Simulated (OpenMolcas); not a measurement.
## Rh VII: effect of the active space

* Program: OpenMolcas
* Method: MS-CASPT2 or its RAS form, IPEA 0.25 Eh, imaginary shift 0.1 Eh
* Basis: ANO-RCC-VTZP
* Scalar Hamiltonian: DKH2, point nucleus
* Spin-orbit coupling: state interaction with AMFI integrals over the reference wave functions, term energies averaged over their components

A. 3 electrons in 5 orbitals (4d); 2S+1 = 4 even, 10 roots; 2S+1 = 2 even, 40 roots; closed shells correlated: 4s 4p; CASPT2 step about 7 core-seconds
B. 9 electrons in 8 orbitals (RAS1 4p, at most 2 holes; RAS2 4d); 2S+1 = 4 even, 10 roots; 2S+1 = 2 even, 40 roots; closed shells correlated: 4s; CASPT2 step about 24 core-seconds
C. 3 electrons in 10 orbitals (4d 5d); 2S+1 = 4 even, 10 roots; 2S+1 = 2 even, 40 roots; closed shells correlated: 4s 4p; CASPT2 step of the order of 5 core-minutes

Energies in cm-1 above 4d3 4F 3/2.

| Level | A | B | C |
| --- | --- | --- | --- |
| 4d3 4F 3/2 | 0.0 | 0.0 | 0.0 |
| 4d3 4F 5/2 | 1878 | 1934 | 1881 |
| 4d3 4F 7/2 | 4090 | 4200 | 4100 |
| 4d3 4F 9/2 | 6420 | 6590 | 6440 |
| 4d3 4P 3/2 | 14930 | 14970 | 14890 |
| 4d3 4P 1/2 | 15220 | 15240 | 15150 |
| 4d3 2G 7/2 | 18000 | 18250 | 17990 |
| 4d3 4P 5/2 | 18080 | 18170 | 18040 |
| 4d3 2G 9/2 [64 %] | 19190 | 19330 | 19200 |
| 4d3 2D 3/2(1) [51 %] | 21950 | 22250 | 21940 |
| 4d3 2P 1/2 | 22870 | 23240 | 22900 |
| 4d3 2H 9/2 [68 %] | 25540 | 25670 | 25600 |
| 4d3 2H 11/2 | 25680 | 25660 | 25770 |
| 4d3 2D 5/2(1) | 26710 | 27160 | 26750 |
| 4d3 2P 3/2 [53 %] | 28210 | 28690 | 28250 |
| 4d3 2F 7/2 | 37170 | 37200 | 37260 |
| 4d3 2F 5/2 | 37710 | 37750 | 37810 |
| 4d3 2D 5/2(2) | 58270 | 57870 | 58440 |
| 4d3 2D 3/2(2) | 58910 | 58470 | 59000 |

Among A to C the level of the table that moves most is 4d3 2D 5/2(2), by 570 cm-1 (lowest in B, highest in C). Moves below CASPT2's spread within the term are not significant.

Term energies are means over components that CASPT2 splits; among the terms shown or strongly mixed into the levels shown the widest spread is 1200 cm-1 (4d3 4F, B). Active for correlation alone: 4p; no level in the range computed is led by a configuration that opens it, so any true level of that kind is missing (holds for B). Active for correlation alone: 5d; no level in the range computed is led by a configuration that fills it, so any true level of that kind is missing (holds for C). Levels of configurations outside the active space are missing.

A share in square brackets marks a mixed level and gives the weight of the term that names it, the lowest over the columns. A number in round brackets counts repeated terms of one configuration in the order of the reference energies.
